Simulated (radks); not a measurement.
Q: The mean radii <r> (bohr) of the occupied orbitals of an atom or ion are listed with their occupations. Method: scalar-relativistic Kohn-Sham, r2SCAN, spin-polarised, spherical densities, finite nucleus; meta-GGA in the generalised Kohn-Sham scheme; Fermi nuclear charge, rms radius of each element as measured or else 0.836 A^(1/3) + 0.57 fm; computed with a radial shooting solver on a logarithmic mesh with Libxc functionals.

orbital  occ.      <r>
1s          2  0.03112
2s          2   0.1335
2p          6   0.1164
3s          2   0.3344
3p          6   0.3262

Name the element and its charge. Open shells, if any, are filled with parallel spins first.

A: Z = 47, silver, charge +29: Ag29+ in [Ar]. The 1s radius gives Z: for a bare nucleus <r> = (2 gamma + 1)/(2Z) with gamma = sqrt(1 - (Z/c)^2), 0.03062 bohr for Z = 47, and screening makes it slightly larger (0.03112 here). The occupations add up to 18, and the charge is Z minus that.
